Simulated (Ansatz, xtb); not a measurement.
The molecule AlNi, multiplicity 4 (not the ground state: that is measured with 2S+1 = 2). No spin–orbit coupling. Ni is treated without relativity.

Constants: fifth-degree fit in 1/R to seven points, most abundant isotopes. In def2 and cc sets the state is the lowest found near the PBE0 minimum, followed along R.

Programs: Ansatz (Gaussian basis) for Hartree–Fock, density functionals and correlated methods; xtb for the GFN methods. Values without a source in brackets are computed. The GFN methods have no spin term and hold the electronic entropy of 300 K.

Task: What bond length and harmonic frequency does GFN1-xTB give?

Result: r_e = 2.214 Å, ω_e = 336 cm⁻¹.

Task: What bond length and harmonic frequency does PBE/def2-TZVPP give?

Result: r_e = 2.278 Å, ω_e = 315 cm⁻¹.

Task: What bond length and harmonic frequency does B97M-V/def2-TZVPP give?

Result: r_e = 2.297 Å, ω_e = 307 cm⁻¹.

Ansatz is a quantum-chemistry and plane-wave program.
